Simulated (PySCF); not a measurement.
Isomers of C5H10FGeO (doublet state), mass 178.993 u with the commonest isotopes. Method used: PySCF 2.14.0, PBE0-D3(BJ)/def2-SVP geometry optimisation, gas phase. One conformer each, none proved a minimum here; rigid rotors.

Question: Order these by rotational constant A, smallest first.
A. `[CH3:1][O:2][C@@H:3]1[CH:4][GeH2:5][CH2:6][C@H:7]1[F:8]` (doublet state) with C1–O2–C3–C4 -154°, O2–C3–C4–Ge5 -97°, C3–C4–Ge5–C6 2°, C4–Ge5–C6–C7 -25°, Ge5–C6–C7–F8 -74°
B. `[CH3:1][O:2][C@@H:3]1[CH2:4][GeH:5][CH2:6][C@H:7]1[F:8]` (doublet state) with C1–O2–C3–C4 -167°, O2–C3–C4–Ge5 -78°, C3–C4–Ge5–C6 -17°, C4–Ge5–C6–C7 -11°, Ge5–C6–C7–F8 -80°
C. `[CH3:1][O:2][C@@H:3]1[CH2:4][GeH2:5][CH2:6][C:7]1[F:8]` (doublet state) with C1–O2–C3–C4 -176°, O2–C3–C4–Ge5 -76°, C3–C4–Ge5–C6 -20°, C4–Ge5–C6–C7 -6°, Ge5–C6–C7–F8 -100°

Answer: C (1965 MHz), B (2033 MHz), A (2319 MHz).

Question: Order these by out-of-plane moment Σ m c² = (Ia + Ib − Ic)/2, largest first.
A. `[CH3:1][O:2][C@@H:3]1[CH:4][GeH2:5][CH2:6][C@H:7]1[F:8]` (doublet state) with C1–O2–C3–C4 -154°, O2–C3–C4–Ge5 -97°, C3–C4–Ge5–C6 2°, C4–Ge5–C6–C7 -25°, Ge5–C6–C7–F8 -74°
B. `[CH3:1][O:2][C@@H:3]1[CH2:4][GeH:5][CH2:6][C@H:7]1[F:8]` (doublet state) with C1–O2–C3–C4 -167°, O2–C3–C4–Ge5 -78°, C3–C4–Ge5–C6 -17°, C4–Ge5–C6–C7 -11°, Ge5–C6–C7–F8 -80°
C. `[CH2:1][O:2][C@@H:3]1[CH2:4][GeH2:5][CH2:6][C@H:7]1[F:8]` (doublet state) with H–C1–O2–C3 29° and 179°, C1–O2–C3–C4 -167°, O2–C3–C4–Ge5 -80°, C3–C4–Ge5–C6 -14°, C4–Ge5–C6–C7 -13°, Ge5–C6–C7–F8 -78°

Answer: B (76.45 u·Å²), C (74.59 u·Å²), A (61.09 u·Å²).

Question: Order these by dipole moment, largest first.
A. `[CH3:1][O:2][C@@H:3]1[CH2:4][GeH2:5][CH2:6][C:7]1[F:8]` (doublet state) with C1–O2–C3–C4 -176°, O2–C3–C4–Ge5 -76°, C3–C4–Ge5–C6 -20°, C4–Ge5–C6–C7 -6°, Ge5–C6–C7–F8 -100°
B. `[CH3:1][O:2][C@@H:3]1[CH:4][GeH2:5][CH2:6][C@H:7]1[F:8]` (doublet state) with C1–O2–C3–C4 -154°, O2–C3–C4–Ge5 -97°, C3–C4–Ge5–C6 2°, C4–Ge5–C6–C7 -25°, Ge5–C6–C7–F8 -74°
C. `[CH2:1][O:2][C@@H:3]1[CH2:4][GeH2:5][CH2:6][C@H:7]1[F:8]` (doublet state) with H–C1–O2–C3 29° and 179°, C1–O2–C3–C4 -167°, O2–C3–C4–Ge5 -80°, C3–C4–Ge5–C6 -14°, C4–Ge5–C6–C7 -13°, Ge5–C6–C7–F8 -78°
D. `[CH3:1][O:2][C@@H:3]1[CH2:4][GeH:5][CH2:6][C@H:7]1[F:8]` (doublet state) with C1–O2–C3–C4 -167°, O2–C3–C4–Ge5 -78°, C3–C4–Ge5–C6 -17°, C4–Ge5–C6–C7 -11°, Ge5–C6–C7–F8 -80°

Answer: D (1.98 D), B (1.66 D), C (0.98 D), A (0.76 D).

```json
{"SMILES": "CO[C@@H]1[CH2][GeH][CH2][C@H]1F", "point group": "C1", "Ia (u·Å²)": "248.55", "Ib (u·Å²)": "457.23", "Ic (u·Å²)": "552.88", "κ": "-0.66", "μa (D)": "1.86", "μb (D)": "0.32", "μc (D)": "0.63"}
{"SMILES": "CO[C@@H]1[CH][GeH2][CH2][C@H]1F", "point group": "C1", "Ia (u·Å²)": "217.91", "Ib (u·Å²)": "514.24", "Ic (u·Å²)": "609.96", "κ": "-0.79", "μa (D)": "1.51", "μb (D)": "0.32", "μc (D)": "0.63"}
{"SMILES": "CO[C@@H]1[CH2][GeH2][CH2][C]1F", "point group": "C1", "Ia (u·Å²)": "257.13", "Ib (u·Å²)": "450.01", "Ic (u·Å²)": "554.13", "κ": "-0.60", "μa (D)": "0.54", "μb (D)": "0.47", "μc (D)": "0.25"}
{"SMILES": "[CH2]O[C@@H]1[CH2][GeH2][CH2][C@H]1F", "point group": "C1", "Ia (u·Å²)": "245.22", "Ib (u·Å²)": "450.56", "Ic (u·Å²)": "546.60", "κ": "-0.65", "μa (D)": "0.90", "μb (D)": "0.39", "μc (D)": "0.06"}
```
